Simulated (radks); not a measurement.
Results of a calculation; reference values are marked as such.
Q: Excited configurations of Os LXXV: one electron is placed in a higher orbital outside 1s1. The ground configuration is [He]. Level of theory: Dirac Kohn-Sham, PBE, spin-unpolarised, spherical densities, point nucleus; open shells are shared between the two j in proportion to 2j + 1 (a radial shooting solver on a logarithmic mesh with Libxc functionals). Excitation = E - E(ground); binding = E(ion) - E, where the ion is the core of charge +75; n* = 75/sqrt(2 binding) in atomic units. These energies are relativistic, and a one-electron ion of charge +75 with no core already has n* below n in this formula (Dirac formula, point nucleus, mean over j: 3d 2.977, 4s 3.866, 4d 3.968, 5s 4.860, 5d 4.962, 5f 4.980, 6p 5.913, 6d 5.958, 6f 5.976, 7f 6.973). The quantum defect is therefore taken as that value minus n*, so that it holds no relativistic shift of the bare ion. Eigenvalue and <r> are those of j = l + 1/2.

| outer orbital | excitation (eV) | binding (eV) | n* | quantum defect | eigenvalue (eV) | <r> (bohr) |
|---|---|---|---|---|---|---|
| 3d | 75813 | 8621.9 | 2.979 | -0.002 | -8491.0 | 0.1381 |
| 4s | 79288 | 5146.3 | 3.856 | 0.010 | -5115.2 | 0.2959 |
| 4d | 79573 | 4861.6 | 3.968 | 0.000 | -4801.7 | 0.2754 |
| 5s | 81180 | 3254.6 | 4.849 | 0.011 | -3235.6 | 0.4688 |
| 5d | 81324 | 3110.6 | 4.960 | 0.002 | -3077.5 | 0.4529 |
| 5f | 81349 | 3085.4 | 4.980 | -0.001 | -3057.0 | 0.4161 |
| 6d | 82276 | 2158.3 | 5.955 | 0.003 | -2137.6 | 0.6703 |
| 6f | 82291 | 2143.8 | 5.975 | 0.001 | -2126.1 | 0.6341 |
| 7f | 82860 | 1575.1 | 6.970 | 0.003 | -1563.1 | 0.8921 |

Estimate the row for 6p.

A: excitation (eV) 82241; binding (eV) 2193.7; n* 5.906; quantum defect 0.007; eigenvalue (eV) -2159.0; <r> (bohr) 0.6898. The Delta-SCF ionisation energy is 84435 eV (NIST Atomic Spectra Database: 83976.2 eV, theoretical). Self-interaction in the functional shifts the binding energies and quantum defects, so they are the method's values and not measured ones. Spin polarisation and multiplet splitting are left out, so open shells lie too high by an amount that depends on their filling. Nuclear size, the Breit interaction and QED, all absent here, shift the 1s and 2s values of heavy ions.

Beside tabulated values, note that spin-unpolarised runs miss the spin-polarisation part of the exchange energy of open shells.
